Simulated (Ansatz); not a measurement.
Calculated with Ansatz (gas phase, PBE0-D4/def2-TZVP geometries, no zero-point term in ΔE). CBS: MP2 limit from def2 TZ/QZ plus the TZ coupled-cluster correction, frozen cores. This one scheme is used for every species, atoms too. DFT in def2-TZVPP. B3LYP here is the variant with VWN-RPA as its local correlation; programs differ in this. Open shells (•) are unrestricted, without spin–orbit coupling. Spin–orbit coupling would lower the free atoms: a little for B, F, O, Si; clearly for Ge. For Ge outer-core shells are correlated without core-valence functions, so the limit isn't a true one: a few kJ/mol of doubt a bond, and 10 to 20 or more in all where bonds break to atoms. Scalar relativity is left out up to krypton. One conformer a species, not always the lowest.

`BO[SiH2][GeH2][F]` → B• + F• + Ge• + 6 H• + O• + Si•  (atomization)

`BO[SiH2][GeH2][F]`:

```xyz
11

B     0.188   -2.264    0.633
O     0.762   -1.047    0.524
Si    0.188    0.474    0.845
Ge   -0.145    1.588   -1.242
F    -1.348    0.633   -2.085
H    -0.924   -2.364    1.079
H     0.824   -3.216    0.281
H     1.210    1.189    1.649
H    -1.092    0.400    1.598
H     1.084    1.608   -2.166
H    -0.747    3.000   -1.116
```

| level | ΔE (kcal/mol) |
| --- | --- |
| B3LYP-D4 | 886.3 |
| ωB97X-V | 894.1 |
| r2SCAN | 889.7 |
| PBE0 | 872.8 |
| SCS-MP2/def2-TZVPP | 879.8 |
| HF/def2-QZVPP | 669.8 |
| HF/CBS(def2) | 670.1 |
| MP2/CBS(def2) | 901.9 |

(1) What does CCSD(T)/CBS give? (Estimate.)

Largest T1 diagnostic among the species: 0.014.

Answers

(1) Computed: +890.0 kcal/mol. The listed levels differ from it by -3.7, 4.1, -0.3, -17.2, -10.2, -220.2, -219.9, 11.9 kcal/mol.

The D4 term adds +8.5 kcal/mol with B3LYP and +4.5 kcal/mol with PBE0; it sums over pairs of atoms, weighted by their polarisabilities, and B3LYP, whose exchange is more repulsive, gets the larger term. In def2-TZVPP, CCSD(T) changes the Hartree–Fock value by +201.2 kcal/mol (the triples alone add +10.6 kcal/mol) and MP2 by +213.1 kcal/mol; breaking electron pairs costs correlation energy, which Hartree–Fock lacks.

For atomizations the MP2-based limit and the directly extrapolated one differ by several kJ/mol either way, and by 10 to 25 for some Ge, Se and Sn compounds, so smaller differences from it don't rank the levels.
